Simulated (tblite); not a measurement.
Record of a relaxation.

C5H5F2O (doublet state).
SMILES with atom numbers: `[F:1][CH:2]([F:3])[C@@H:4]1[CH:5][CH:6]=[CH:7][O:8]1` (hydrogens: H9 on C2; H10 on C4; H11 on C5; H12 on C6; H13 on C7)
Bond orders are those of one Lewis drawing.

Computed with GFN2-xTB (tblite), gas phase: L-BFGS steps from a force-field or distance-geometry start until the largest atomic force falls under 0.01 eV/Å. 9 of its 74 geometries are shown.

Step 0: E = -725.5780 eV, largest atomic force 3.765 eV/Å
```
atom  x, y, z in Å  |  force x, y, z in eV/Å
F1     -2.285    1.459   -0.451   -0.400  -0.930   0.474
C2     -1.849    0.290    0.147   -0.714   0.412  -0.931
F3     -2.484   -0.788   -0.462    0.169   1.148   0.628
C4     -0.409    0.170   -0.178    1.748  -0.382   2.032
C5      0.298   -1.047    0.392    2.049  -0.276  -3.147
C6      1.701   -0.606    0.144   -1.137  -1.808   0.680
C7      1.713    0.739    0.159   -0.115   0.093   0.563
O8      0.425    1.199    0.396    0.551   1.108  -1.499
H9     -2.073    0.317    1.220   -0.220  -0.026  -0.148
H10    -0.237    0.164   -1.264   -0.387   0.152  -0.156
H11     0.023   -1.964   -0.136   -0.043  -0.084   0.894
H12     2.554   -1.271   -0.007   -0.482   0.368   0.335
H13     2.618    1.340    0.022   -1.020   0.226   0.275
```

Step 9: E = -726.6997 eV, largest atomic force 0.563 eV/Å
```
atom  x, y, z in Å  |  force x, y, z in eV/Å
F1     -2.353    1.433   -0.391    0.024  -0.077   0.126
C2     -1.839    0.320    0.182    0.342  -0.152  -0.018
F3     -2.481   -0.729   -0.390   -0.232  -0.024   0.143
C4     -0.359    0.167   -0.242   -0.008   0.137  -0.166
C5      0.417   -1.090    0.041   -0.047   0.151  -0.151
C6      1.736   -0.684    0.141    0.123   0.201   0.168
C7      1.761    0.701    0.230   -0.115  -0.017  -0.284
O8      0.493    1.219    0.180    0.027   0.071  -0.172
H9     -2.106    0.342    1.258    0.349  -0.031  -0.251
H10    -0.432    0.265   -1.363   -0.091  -0.051   0.236
H11    -0.008   -2.074   -0.001    0.123   0.127  -0.062
H12     2.615   -1.310    0.166   -0.277   0.100   0.151
H13     2.551    1.441    0.171   -0.217  -0.437   0.280
```

Step 18: E = -726.9279 eV, largest atomic force 0.372 eV/Å
```
atom  x, y, z in Å  |  force x, y, z in eV/Å
F1     -2.359    1.413   -0.298   -0.100  -0.020   0.309
C2     -1.779    0.295    0.194    0.322   0.008  -0.119
F3     -2.538   -0.739   -0.246    0.093   0.039   0.158
C4     -0.368    0.169   -0.425    0.032   0.125  -0.301
C5      0.407   -1.065   -0.098   -0.073  -0.077  -0.043
C6      1.690   -0.652    0.185   -0.006  -0.034   0.165
C7      1.723    0.724    0.194   -0.033  -0.065   0.072
O8      0.494    1.254   -0.084    0.101  -0.114   0.109
H9     -1.794    0.301    1.300   -0.059   0.130  -0.251
H10    -0.557    0.275   -1.522    0.002  -0.195   0.154
H11     0.010   -2.061   -0.052   -0.028   0.186  -0.199
H12     2.525   -1.290    0.387    0.081  -0.052   0.095
H13     2.542    1.376    0.449   -0.334   0.068  -0.150
```

Step 27: E = -727.0406 eV, largest atomic force 0.174 eV/Å
```
atom  x, y, z in Å  |  force x, y, z in eV/Å
F1     -2.370    1.419   -0.149    0.062  -0.155  -0.048
C2     -1.691    0.304    0.201    0.071  -0.012  -0.010
F3     -2.478   -0.754   -0.110   -0.021   0.137   0.095
C4     -0.357    0.168   -0.570    0.057   0.033  -0.044
C5      0.398   -1.065   -0.187    0.005  -0.005  -0.013
C6      1.631   -0.659    0.279   -0.128   0.019  -0.057
C7      1.666    0.718    0.237   -0.033   0.040   0.001
O8      0.506    1.244   -0.250    0.082   0.001   0.040
H9     -1.533    0.329    1.291   -0.056  -0.036  -0.028
H10    -0.599    0.208   -1.649   -0.052   0.040   0.099
H11    -0.032   -2.042   -0.246    0.090  -0.041  -0.051
H12     2.438   -1.290    0.594   -0.054   0.007   0.073
H13     2.417    1.421    0.539   -0.023  -0.027  -0.058
```

Step 36: E = -727.0556 eV, largest atomic force 0.054 eV/Å
```
atom  x, y, z in Å  |  force x, y, z in eV/Å
F1     -2.341    1.411   -0.140   -0.021  -0.050   0.001
C2     -1.659    0.301    0.213   -0.007  -0.007   0.020
F3     -2.467   -0.753   -0.042   -0.020   0.039  -0.007
C4     -0.354    0.164   -0.607    0.003   0.000   0.009
C5      0.399   -1.070   -0.230    0.015   0.002  -0.001
C6      1.601   -0.656    0.303   -0.014   0.002   0.002
C7      1.643    0.720    0.251   -0.012   0.007  -0.006
O8      0.511    1.241   -0.297    0.001  -0.002   0.007
H9     -1.469    0.335    1.296    0.000   0.046  -0.001
H10    -0.641    0.226   -1.669    0.002  -0.016  -0.007
H11     0.003   -2.057   -0.329    0.015   0.002  -0.027
H12     2.377   -1.286    0.688    0.023  -0.010   0.003
H13     2.391    1.425    0.548    0.016  -0.013   0.008
```

Step 46: E = -727.0573 eV, largest atomic force 0.027 eV/Å
```
atom  x, y, z in Å  |  force x, y, z in eV/Å
F1     -2.354    1.406   -0.158    0.017  -0.018  -0.011
C2     -1.667    0.306    0.215    0.006  -0.008   0.013
F3     -2.474   -0.751   -0.030    0.014   0.001   0.011
C4     -0.356    0.162   -0.598   -0.014  -0.006   0.006
C5      0.402   -1.072   -0.227   -0.001   0.006   0.001
C6      1.606   -0.659    0.301   -0.006   0.004   0.011
C7      1.645    0.718    0.255   -0.001   0.000   0.002
O8      0.509    1.240   -0.284   -0.004  -0.008  -0.005
H9     -1.482    0.362    1.298   -0.004   0.015  -0.006
H10    -0.639    0.220   -1.660    0.005   0.010  -0.017
H11     0.021   -2.062   -0.356   -0.005   0.011   0.003
H12     2.386   -1.287    0.683    0.001  -0.005  -0.021
H13     2.400    1.419    0.544   -0.007  -0.003   0.013
```

Step 55: E = -727.0587 eV, largest atomic force 0.030 eV/Å
```
atom  x, y, z in Å  |  force x, y, z in eV/Å
F1     -2.362    1.390   -0.193   -0.022  -0.010  -0.002
C2     -1.664    0.310    0.217    0.002   0.010   0.001
F3     -2.462   -0.762    0.013    0.025   0.014   0.009
C4     -0.355    0.161   -0.598   -0.018  -0.013   0.009
C5      0.403   -1.074   -0.237    0.008   0.000   0.003
C6      1.606   -0.664    0.295    0.013   0.008   0.009
C7      1.641    0.713    0.264    0.005   0.008  -0.004
O8      0.509    1.237   -0.280   -0.020  -0.008   0.010
H9     -1.478    0.409    1.297    0.008  -0.009  -0.024
H10    -0.641    0.222   -1.660    0.001   0.017  -0.014
H11     0.024   -2.064   -0.376   -0.005   0.005   0.003
H12     2.390   -1.294    0.664   -0.009  -0.008   0.004
H13     2.386    1.417    0.575    0.012  -0.013  -0.003
```

Step 64: E = -727.0596 eV, largest atomic force 0.026 eV/Å
```
atom  x, y, z in Å  |  force x, y, z in eV/Å
F1     -2.391    1.364   -0.220    0.000  -0.007  -0.003
C2     -1.664    0.313    0.215    0.002  -0.004   0.002
F3     -2.441   -0.781    0.054    0.009  -0.007  -0.005
C4     -0.356    0.167   -0.600    0.002  -0.001   0.004
C5      0.400   -1.073   -0.246    0.006   0.003   0.011
C6      1.602   -0.668    0.293    0.017   0.005  -0.009
C7      1.641    0.709    0.270   -0.005   0.007   0.013
O8      0.508    1.239   -0.266    0.008   0.000  -0.017
H9     -1.465    0.448    1.289   -0.009   0.002  -0.002
H10    -0.631    0.242   -1.665   -0.016  -0.002   0.009
H11     0.021   -2.063   -0.386   -0.016   0.019  -0.009
H12     2.384   -1.303    0.657   -0.005  -0.005   0.006
H13     2.388    1.408    0.586    0.009  -0.010  -0.001
```

Step 73: E = -727.0602 eV, largest atomic force 0.005 eV/Å
```
atom  x, y, z in Å  |  force x, y, z in eV/Å
F1     -2.412    1.339   -0.242   -0.003   0.003   0.002
C2     -1.664    0.314    0.216    0.001   0.000   0.001
F3     -2.419   -0.799    0.076    0.003  -0.002  -0.003
C4     -0.354    0.175   -0.597    0.000   0.000   0.001
C5      0.398   -1.068   -0.249   -0.001  -0.002   0.004
C6      1.602   -0.671    0.291    0.002   0.001  -0.002
C7      1.646    0.706    0.274   -0.001   0.000   0.000
O8      0.514    1.243   -0.260    0.002   0.001  -0.004
H9     -1.472    0.475    1.286   -0.001   0.002   0.000
H10    -0.632    0.254   -1.661   -0.001   0.002   0.000
H11     0.010   -2.053   -0.395    0.003  -0.002   0.001
H12     2.380   -1.312    0.654   -0.002   0.001  -0.001
H13     2.398    1.399    0.589   -0.003  -0.004   0.000
```

**Question.** Summarise the path.

**Answer.** The energy falls by 34.18 kcal/mol from step 0 to step 73; nine tenths of that is first reached at step 18. It falls at every step. The largest force goes from 3.765 to 0.005 eV/Å. Among the bonds C5–C6 changes most, from 1.492 to 1.378 Å; the atoms move by 0.491 Å rms after alignment.

The cost below is that of the whole relaxation. The run took 0.39 s wall on one thread, Arm Neoverse V1 (aarch64) (shared host).
